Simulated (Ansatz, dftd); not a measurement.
Species: GeH2SeF, charge 0, doublet. GeH2SeF (SMILES F[Se][GeH2], doublet).
B3LYP-D3(BJ)/def2-TZVP minimum from Ansatz (an electronic-structure program):
```
Ge
H 1 1.5546
H 1 1.5558 2 110.13
Se 1 2.3698 2 99.99 3 114.81
F 4 1.7819 1 96.96 2 -175.34
```
Charge 0, spin multiplicity 2.

Quantity: atomisation energy (electronic, to ground-state atoms), in kcal/mol. UHF or UKS for unpaired electrons; spin-orbit terms are left out. Cores are frozen in correlated methods (noble-gas shells, and filled d and f shells in the p block). No relativity. CBS(X,Y): correlation extrapolated as X^-3, Hartree-Fock from the larger set. A bracket is a step between two methods taken in the basis named. Double hybrids freeze cores in their MP2 part. Where a partner has so few electrons that a lower coupled-cluster level is exact, that level stands in.

```tsv
level	program	atomisation energy (kcal/mol)	difference against the last row
r2SCANh-D4/def2-TZVPD	Ansatz + dftd4	271.8	1.2
B2GP-PLYP-D4/def2-TZVPD	Ansatz + dftd4	262.7	-7.9
MP2/cc-pVTZ	Ansatz	257.3	-13.3
MP2/CBS(cc-pVTZ,cc-pVQZ)	Ansatz	271.7	1.1
CCSDT(Q)/cc-pVDZ	Ansatz	232.0	-38.6
CCSD(T)/CBS(cc-pVTZ,cc-pVQZ) + [CCSDT(Q) - CCSD(T)]/cc-pVDZ	Ansatz	270.6	0.0
```
